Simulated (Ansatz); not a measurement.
System: FeH, charge 0, multiplicity 4. The spin state was set by rule; other spins were not relaxed. 
Structure (B3LYP-D3(BJ)/def2-TZVP (Ansatz, a program for electronic structure) minimum search):
```
Fe
H 1 1.5707
```
Charge 0, spin multiplicity 4.

Basis-set convergence of Hartree-Fock and CCSD correlation energies (hartree) with Ansatz. Correlated levels leave the core frozen unless marked. UHF or UKS for open shells. Spin-orbit coupling is left out. Frozen are the shells of the preceding noble gas and the d and f shells that filled before the atom's block. No relativistic terms. The program attaches cautions to a run behind CCSD/def2-SVPD: other amplitudes. The program attaches cautions to a run behind CCSD/def2-TZVPPD: other amplitudes. The program attaches cautions to a run behind CCSD/def2-QZVPPD: other amplitudes.

The UHF reference is spin-contaminated (<S^2> 0.99 over the pure value in the largest basis). The T1 diagnostic of CCSD in the largest basis is 0.152, which is high, so the coupled-cluster rows are less sure than usual.

| basis | functions | E(HF) | E(corr, CCSD) |
|---|---|---|---|
| def2-SVPD | 42 | -1262.79637 | -0.14185 |
| def2-TZVPPD | 84 | -1262.96640 | -0.21465 |
| def2-QZVPPD | 133 | -1262.99202 | -0.22723 |

Extrapolating the two largest sets (X = 3 and 4) as X^-3: E(corr) = (64·(-0.22723) - 27·(-0.21465))/37 = -0.2364 Eh, an estimate of the basis-set limit. The largest set recovers 96.1 % of it, the smallest 60.0 %.
